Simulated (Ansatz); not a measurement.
Geometry optimisation, RKS PBE/def2-SVP (Ansatz).

The input (input.yaml):

```yaml
crystal:
  periodic: [false, false, false]
  atoms:
    - { symbol: O, position_ang: [1.8709, 1.3651, -0.6425] }
    - { symbol: Al, position_ang: [0.9734, 0.1247, 0.3476] }
    - { symbol: Cl, position_ang: [1.9257, -0.6898, 2.1379] }
    - { symbol: Ge, position_ang: [-1.1628, -0.6546, -0.3055] }
    - { symbol: H, position_ang: [1.5317, 2.2605, -0.2729] }
    - { symbol: H, position_ang: [-2.2292, 0.5414, -0.3099] }
    - { symbol: H, position_ang: [-1.1388, -1.2864, -1.7154] }
    - { symbol: H, position_ang: [-1.6787, -1.718, 0.705] }
basis:
  gaussian: { orbitals: def2-SVP }
hamiltonian:
  xc: pbe
relax:
  f_tol: 0.015
  max_steps: 40
output:
  orbitals: {}
```

Run as:

```bash
$ ansatz run input.yaml --threads 2 --pin off --max-ram 3072MiB --backend cpu --events-out ev --progress --plain --runs-dir out
```

Question: Where does it end, and by what steps?

Answer: The run converged. After 9 steps the energy has fallen by 0.490 eV; H5 moved furthest, 0.80 Å.

| step | energy less start (eV) | largest force component (eV/Å) | accepted |
| --- | --- | --- | --- |
| 0 | 0.0000 | 2.010 | yes |
| 1 | -0.2083 | 1.090 | yes |
| 2 | -0.2636 | 0.797 | yes |
| 3 | -0.2927 | 1.404 | yes |
| 4 | -0.4226 | 0.379 | yes |
| 5 | -0.4734 | 0.170 | yes |
| 6 | -0.4891 | 0.047 | yes |
| 7 | -0.4902 | 0.041 | yes |
| 8 | -0.4903 | 0.038 | yes |
| 9 | -0.4905 | 0.003 | yes |

```xyz
8
Properties=species:S:1:pos:R:3
O 1.469 1.604 -0.481
Al 0.871 0.263 0.405
Cl 2.005 -0.475 2.046
Ge -1.271 -0.712 -0.307
H 2.306 2.053 -0.279
H -2.391 0.364 -0.342
H -1.164 -1.305 -1.739
H -1.733 -1.849 0.642
```

The run took 13 s on 2 threads of Intel(R) Xeon(R) 6975P-C (Granite Rapids) (shared host), peak memory 0.17 GiB.
